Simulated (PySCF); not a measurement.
C₄H₅FO, SMILES [C@@H]1(C)OC=C1F. Atoms are numbered in the order given.

```xyz
11

C      1.8287    -0.1197    -0.5639
C      0.6312    -0.4152     0.2980
O     -0.2611    -1.4144    -0.3241
C     -1.2877    -0.4671    -0.2874
C     -0.5579     0.5096     0.2730
F     -0.7354     1.7629     0.6622
H      2.4189     0.6992    -0.1232
H      1.5081     0.1780    -1.5731
H      2.4751    -1.0074    -0.6397
H      0.9101    -0.7768     1.3034
H     -2.2910    -0.6903    -0.6518
```

Geometry optimised at r2SCAN-D4/def2-SVP. The structure was generated by enumeration; whether it is a known compound was not checked.

Level of theory: PBE/def2-TZVP in PySCF.

ESP charges are fitted to the potential on shells at 1.4 to 2.0 van der Waals radii. Atomic charges (e):

```tsv
atom	ESP fit	Mulliken	meta-Löwdin
C1	-0.53	-0.36	-0.35
C2	0.41	?	0.11
O3	-0.32	?	-0.35
C4	-0.11	-0.04	0.00
C5	-0.05	0.10	0.16
F6	-0.10	?	-0.22
H7	0.15	?	0.13
H8	0.17	?	0.13
H9	0.15	?	0.13
H10	0.03	0.11	0.13
H11	0.20	0.13	0.14
```

**Question.** Complete the blanks. (Estimate from the structure and the level; the computed values follow.)

**Answer.** 
- C2, Mulliken: 0.08
- O3, Mulliken: -0.25
- F6, Mulliken: -0.15
- H7, Mulliken: 0.12
- H8, Mulliken: 0.13
- H9, Mulliken: 0.13

Computed Mayer and Wiberg (Löwdin basis) orders of the bonds:
| bond | Mayer | Wiberg |
|---|---|---|
| C1–C2 | 0.99 | 1.29 |
| C2–O3 | 0.96 | 1.25 |
| O3–C4 | 1.05 | 1.48 |
| C2–C5 | 1.04 | 1.12 |
| C4–C5 | 1.76 | 1.89 |
| C5–F6 | 1.13 | 1.81 |
| C1–H7 | 0.95 | 0.89 |
| C1–H8 | 0.97 | 0.89 |
| C1–H9 | 0.95 | 0.89 |
| C2–H10 | 0.92 | 0.82 |
| C4–H11 | 0.94 | 0.89 |
